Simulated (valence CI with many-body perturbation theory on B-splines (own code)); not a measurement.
Sc⁷⁺: calculated level list

Level of theory: valence CI with perturbative core correlation (CI+MBPT): four valence electrons over a frozen Dirac-Fock core [Ne], radial functions for each j: 11 s, 11 p, 10 d, 8 f, 5 g, 2 h, with the one-electron correlation potential Σ1 (screened to all orders), the two-electron term Σ2, the three-electron term Σ3, Breit, model QED; selected single and double excitations, second order for the rest, scaled by the run's own slope (own B-spline code, finite nucleus).

Against 25 measured levels this calculation errs by 139 cm⁻¹ on average and by 511 at most. These come from a selection out of Sugar and Corliss, J. Phys. Chem. Ref. Data 9, 473 (1980). Levels without a partner in it may be off by more. Among the levels kept, up to 620 cm⁻¹ of a level comes from second order outside the variational space, and about a tenth of that is noise between levels of different J, which matters for small intervals.

Levels 91 to 135 of 177, with energies above the lowest level, 3s2.3p2 3P_0. "Leading %" is the weight of the configuration and term that name the level; weights of strongly mixed levels are sums over their largest components and can fall short. In the jj column 3d3/2^4 stands for four electrons in 3d with j = 3/2. Lifetimes count E1, E2, E3, M1 and M2 decay at the calculated energies, and are blank where another channel may lead or the interval is too uncertain; long ones can be off by a factor of two.

```csv
No.,Configuration,Term,J,E (cm⁻¹),Leading %,Lifetime,Leading jj
91,3s2.3p.4s,1P°,1,614040,86,16.0 ps,3s^2 3p3/2 4s (85 %)
92,3s2.3d2,3F,2,622080,74,19.7 ps,3s^2 3d3/2^2 (49 %)
93,3s2.3d2,3F,3,622330,76,20.1 ps,3s^2 3d3/2 3d5/2 (76 %)
94,3s2.3d2,3F,4,622510,76,20.4 ps,3s^2 3d5/2^2 (61 %)
95,3s.3p2.3d,1D,2,626610,85,15.0 ps,3s 3p3/2^2 3d5/2 (26 %)
96,3p3.3d,1S°,0,636410,72,1.41 ns,3p1/2 3p3/2^2 3d5/2 (43 %)
97,3s2.3d2,1G,4,638740,77,37.9 ps,3s^2 3d3/2 3d5/2 (61 %)
98,3s2.3d2,3P,0,642760,73,14.8 ps,3s^2 3d3/2^2 (44 %)
99,3s2.3d2,3P,1,642910,73,14.9 ps,3s^2 3d3/2 3d5/2 (73 %)
100,3p3.3d,3F°,2,643130,72,330 ps,3p1/2^2 3p3/2 3d3/2 (27 %)
101,3s2.3d2,3P,2,643200,73,15.0 ps,3s^2 3d3/2 3d5/2 (38 %)
102,3p3.3d,3F°,3,644050,70,310 ps,3p1/2 3p3/2^2 3d3/2 (26 %)
103,3p3.3d,3F°,4,645400,72,315 ps,3p1/2 3p3/2^2 3d5/2 (59 %)
104,3p3.3d,3D°,2,647190,75,159 ps,3p1/2 3p3/2^2 3d3/2 (43 %)
105,3p3.3d,3D°,3,647270,73,155 ps,3p1/2 3p3/2^2 3d5/2 (42 %)
106,3p3.3d,3D°,1,647420,77,161 ps,3p1/2 3p3/2^2 3d3/2 (36 %)
107,3s2.3d2,1D,2,648580,59,14.9 ps,3s^2 3d5/2^2 (31 %)
108,3p3.3d,5D°,0,651850,98,53.7 ps,3p1/2 3p3/2^2 3d3/2 (55 %)
109,3p3.3d,5D°,1,651910,98,53.8 ps,3p1/2 3p3/2^2 3d3/2 (46 %)
110,3p3.3d,5D°,2,652060,98,54.2 ps,3p1/2 3p3/2^2 3d3/2 (39 %)
111,3p3.3d,5D°,3,652290,97,54.7 ps,3p1/2 3p3/2^2 3d5/2 (42 %)
112,3p3.3d,5D°,4,652500,96,55.1 ps,3p1/2 3p3/2^2 3d5/2 (51 %)
113,3p3.3d,3G°,3,661480,73,292 ps,3p1/2 3p3/2^2 3d3/2 (31 %)
114,3p3.3d,3G°,4,661920,73,293 ps,3p1/2 3p3/2^2 3d3/2 (34 %)
115,3p3.3d,3G°,5,662480,74,294 ps,3p1/2 3p3/2^2 3d5/2 (74 %)
116,3s2.3p.4p,1P,1,665670,75,84.8 ps,3s^2 3p1/2 4p1/2 (62 %)
117,3s2.3p.4p,3D,1,671170,75,82.8 ps,3s^2 3p1/2 4p3/2 (30 %)
118,3s2.3p.4p,3D,2,672430,92,82.4 ps,3s^2 3p1/2 4p3/2 (60 %)
119,3s2.3p.4p,3D,3,676380,94,81.6 ps,3s^2 3p3/2 4p3/2 (94 %)
120,3s2.3p.4p,3P,0,677890,86,86.1 ps,3s^2 3p1/2 4p1/2 (72 %)
121,3p3.3d,1D°,2,678380,68,162 ps,3p1/2 3p3/2^2 3d5/2 (22 %)
122,3s2.3p.4p,3P,1,679340,77,100 ps,3s^2 3p1/2 4p3/2 (51 %)
123,3p3.3d,1G°,4,681820,88,159 ps,3p1/2 3p3/2^2 3d3/2 (37 %)
124,3s2.3p.4p,3P,2,681960,86,102 ps,3s^2 3p3/2 4p3/2 (46 %)
125,3s2.3p.4p,3S,1,683410,82,84.4 ps,3s^2 3p3/2 4p1/2 (49 %)
126,3s2.3d2,1S,0,684970,56,14.4 ps,3s^2 3d5/2^2 (32 %)
127,3s2.3p.4p,1D,2,692380,90,166 ps,3s^2 3p3/2 4p3/2 (44 %)
128,3s.3p.3d2,5G°,2,692840,99,164 ps,3s 3p1/2 3d3/2^2 (50 %)
129,3s.3p.3d2,5G°,3,693640,99,164 ps,3s 3p1/2 3d3/2 3d5/2 (44 %)
130,3s.3p.3d2,5G°,4,694710,99,164 ps,3s 3p1/2 3d3/2 3d5/2 (38 %)
131,3s.3p.3d2,5G°,5,696080,99,164 ps,3s 3p3/2 3d3/2 3d5/2 (57 %)
132,3s.3p.3d2,5G°,6,697770,99,164 ps,3s 3p3/2 3d5/2^2 (79 %)
133,3p3.3d,1P°,1,699360,41,46.8 ps,3p1/2^2 3p3/2 3d3/2 (38 %)
134,3p3.3d,3P°,1,700960,36,65.1 ps,3p1/2^2 3p3/2 3d5/2 (36 %)
135,3p3.3d,3P°,0,701150,73,90.7 ps,3p1/2^2 3p3/2 3d3/2 (40 %)
```

Names give the largest LS component (configuration and term), which can be under half, so a name can repeat, a term be missing and a line seem to break the LS rules; names also repeat where a configuration has a term twice.

Where two levels of one J and parity lie close, their mixing, g and order are uncertain.
